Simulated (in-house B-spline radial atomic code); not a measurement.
Response and correlation of Cs⁵¹⁺

Closed shell [He] 2s2. Computed with an all-electron radial atomic-structure program (B-spline basis): Dirac-Hartree-Fock, relativistic RPA (time-dependent Dirac-Hartree-Fock) for the response and second-order many-body perturbation theory for correlation, no-pair Dirac-Coulomb Hamiltonian, finite nucleus.

```
multipole (bohr³, bohr⁵, bohr⁷)   uncoupled  coupled RPA
                         dipole  0.00061397            ?
                     quadrupole  1.0221e-06   1.0441e-06
                       octupole   1.725e-08   1.7504e-08
```

(1) What is the coupled dipole polarisability?

(2) Which subshells carry the dipole polarisability?

(3) What does the dipole shielding factor come to?

Dipole polarisability at imaginary frequency:

```csv
u (Eh),α(iu) (bohr³)
0,0.0008672
7.5,0.0004859
18.7,0.0002666
37.5,0.0001221
56.2,7.229e-05
75,5.066e-05
112,3.262e-05
150,2.433e-05
187,1.949e-05
262,1.355e-05
375,8.765e-06
562,5.07e-06
750,3.346e-06
1120,1.832e-06
1870,8.063e-07
3750,2.373e-07
```

(4) What dispersion coefficients follow for two such ions (the dispersion part alone)?

Lowest J = 1 odd-parity excitations:

```
energy (eV)  oscillator strength  leading channel  weight
     114.82              0.00784     2s1/2 → p1/2   0.991
     563.78                0.174     2s1/2 → p3/2   0.991
     5688.9                0.245     2s1/2 → p1/2   0.999
     5809.9                0.457     2s1/2 → p3/2   0.999
     7595.3               0.0592     2s1/2 → p1/2   0.999
     7645.7                0.119     2s1/2 → p3/2   0.999
     8467.3               0.0242     2s1/2 → p1/2   0.999
       8493               0.0498     2s1/2 → p3/2   0.999
```

Second-order correlation energy by the highest angular momentum of the excited pair (hartree): s -0.01893, p -0.2501, d -0.01128, f -0.002898, g -0.001062, h -0.0004707, i -0.000239, k -0.0001339.

(5) What is the second-order correlation energy at the partial-wave limit?

Results:

(1) 0.00086724 atomic units, +41 % against the uncoupled value.

(2) 2s1/2 100.0 %, 1s1/2 -0.0 %.

(3) The dipole shielding factor is 0.073, against the exact N/Z = 4/55 = 0.073 of the non-relativistic theorem.

(4) C6 = (3/π)∫α(iu)²du = 5.774e-06 hartree·bohr⁶ and C8 = 9.515e-08 hartree·bohr⁸.

(5) The listed waves sum to -0.2851 hartree; extrapolating the increments as (l + 1/2)⁻⁴ gives -0.28537 hartree, -1.94 eV per electron.
